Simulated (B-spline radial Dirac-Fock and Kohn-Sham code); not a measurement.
# X-ray form factors of lanthanum in several charge states

Model: relativistic Hartree-Fock (Dirac-Fock) wave functions, averaged over the configuration. Program: a B-spline atomic structure program.

Configurations: La³⁶⁺ [Ar] 3d3; La³⁹⁺ [Ne] 3s2 3p6; La⁴⁰⁺ [Ne] 3s2 3p5; La⁴²⁺ [Ne] 3s2 3p3; La⁴⁴⁺ [Ne] 3s2 3p1; La⁴⁵⁺ [Ne] 3s2. The first column is f₀ of La³⁶⁺, the others are differences from it.

```
s (Å⁻¹)   La³⁶⁺  Δ La³⁹⁺  Δ La⁴⁰⁺  Δ La⁴²⁺  Δ La⁴⁴⁺  Δ La⁴⁵⁺
      0  21.000   -3.000   -4.000   -6.000   -8.000   -9.000
   0.05  20.983   -2.996   -3.994   -5.992   -7.989   -8.987
    0.1  20.933   -2.984   -3.978   -5.966   -7.955   -8.950
   0.15  20.849   -2.964   -3.951   -5.925   -7.900   -8.888
    0.2  20.733   -2.937   -3.913   -5.867   -7.823   -8.802
   0.25  20.584   -2.902   -3.865   -5.793   -7.725   -8.692
    0.3  20.405   -2.860   -3.806   -5.704   -7.607   -8.560
   0.35  20.197   -2.810   -3.739   -5.601   -7.469   -8.406
    0.4  19.960   -2.755   -3.662   -5.484   -7.314   -8.232
   0.45  19.697   -2.693   -3.577   -5.354   -7.141   -8.038
    0.5  19.409   -2.626   -3.485   -5.212   -6.953   -7.827
    0.6  18.766   -2.477   -3.280   -4.898   -6.534   -7.358
    0.7  18.048   -2.312   -3.052   -4.550   -6.070   -6.837
    0.8  17.272   -2.136   -2.809   -4.178   -5.572   -6.279
    0.9  16.455   -1.952   -2.557   -3.790   -5.054   -5.698
      1  15.615   -1.765   -2.300   -3.397   -4.528   -5.106
    1.1  14.767   -1.580   -2.046   -3.007   -4.005   -4.518
    1.2  13.926   -1.399   -1.798   -2.628   -3.496   -3.944
    1.4  12.317   -1.061   -1.338   -1.924   -2.550   -2.877
    1.6  10.865   -0.768   -0.944   -1.324   -1.740   -1.963
```

Values without a named source are computed, but for edge energies of neutral atoms, which are taken from tables.
